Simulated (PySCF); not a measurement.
# Simulated characterisation data

PySCF 2.14 calculation with geometry from GFN2-xTB and σ from GIAO-PBE0/pcSseg-1; one computed conformer, no solvent model, non-relativistic Hamiltonian, averaged over atoms made equivalent by symmetry, fast rotation or ring inversion.

Referencing at the same level of theory: TMS for $^{1}$H and $^{13}$C. Where no couplings were computed, multiplicities follow the n + 1 count of equivalent neighbours, and m marks all less simple cases (inequivalent or close neighbours, rings, F or P nearby). Shifts are as computed. Against solution values, carbons near 30 ppm lie about +3 ppm off and those near 130 ppm about +5 ppm. Of 1211 compounds with measured shifts, 218 miss one by over three times the rms of a fit or turn the order of signals round; such compounds aren't used in these exercises. OH and NH positions are gas-phase values without hydrogen bonding to other molecules.

Compound 1 (C$_{7}$H$_{16}$N$_{2}$). $^{1}$H NMR (600 MHz, computed): δ 4.21 (br s, 1H), 2.03 (s, 3H), 1.66 (s, 3H), 1.22 (s, 9H). $^{13}$C{$^{1}$H} NMR (computed): δ 134.4, 54.7, 30.1, 29.8, 14.6. Structure: SMILES CC(C)=NNC(C)(C)C.

Compound 2 (C$_{6}$H$_{8}$). $^{1}$H NMR (600 MHz, computed): δ 6.06 (m, 1H), 5.94 (m, 1H), 5.68 (m, 1H), 2.52 (q, 2H), 1.25 (t, 3H). $^{13}$C{$^{1}$H} NMR (computed): δ 134.0 (CH2), 125.8 (CH), 103.6 (C), 86.5 (C), 17.1 (CH3), 16.5 (CH2). Structure: 1-hexen-3-yne (C=CC#CCC).
